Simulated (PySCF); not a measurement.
## Dipole moment and polarisability of `C#C[Si@]1(C)C[C@H](F)C1`

Compound: C₆H₉FSi.
Cartesian coordinates in Å at the GFN2-xTB level; atoms count from 1:
```
atom  x, y, z in Å
C1     2.5854   -2.0123   -0.7815
C2     1.7577   -1.1773   -0.5296
Si3    0.4828    0.1091   -0.1468
C4     1.2644    1.8290    0.0248
C5    -0.8232   -0.3981    1.1622
C6    -1.9486   -0.1789    0.1424
F7    -2.8308   -1.2392    0.0939
C8    -1.1435   -0.0235   -1.1551
H9     3.3102   -2.7429   -1.0011
H10    2.0035    1.8356    0.8194
H11    1.7672    2.1154   -0.8933
H12    0.5197    2.5862    0.2509
H13   -0.9370    0.1808    2.0746
H14   -0.7724   -1.4485    1.4394
H15   -2.5591    0.7011    0.3690
H16   -1.2155   -0.9314   -1.7497
H17   -1.4677    0.8069   -1.7764
```

Level: B3LYP/def2-SVPD (PySCF), static field, nuclei fixed, core orbitals frozen in the response. The polarisability tensor in these axes (au):

```
x   108.31  -8.12  -5.45
y    -8.12  95.16   3.85
z    -5.45   3.85  79.77
```

Q: Diagonalise the tensor; give its mean and Δα, where Δα² is half the sum of the squared differences of the eigenvalues.

A: Principal values 78.39, 91.37 and 113.47 au; mean 94.41 au = 13.99 Å³ = 15.57 × 10⁻⁴⁰ C²·m²/J; Δα = 30.72 au (33 % of the mean).

Q: What is the dipole moment, and where does it point?

A: (1.89, 1.61, -0.01) D, 2.48 D in size, pointing from the negative to the positive side. Measured along this direction, the outermost atoms are F7 at the negative end and H11 and H10 at the positive end.

Q: Rayleigh depolarisation ratio (linearly polarised light, static tensor)?

A: ρ = 3Δα²/(45ᾱ² + 4Δα²) = 2831.7/(401088 + 3775.6) = 0.00699.

Q: How large is μ²/3kT at 250 K beside α?

A: In Gaussian units μ²/3kT = 59.43 Å³ against 13.99 Å³, a ratio of 4.25; the Debye molar polarisation (4π/3)N_A(α + μ²/3kT) is 185.2 cm³/mol, leaving out the vibrational part.

Q: Find the Langevin capture rate constant for H3O+ (19.018 u) meeting this molecule (128.046 u), k = 2.342 × 10⁻⁹ cm³/s × √(α in Å³ / reduced mass in u).

A: The reduced mass is 16.56 u, so k = 2.15 × 10⁻⁹ cm³/s. The formula leaves out the permanent dipole, which adds to the capture rate.

One conformer (not necessarily the lowest) at the GFN2-xTB geometry, without solvent, vibrations or thermal averaging.
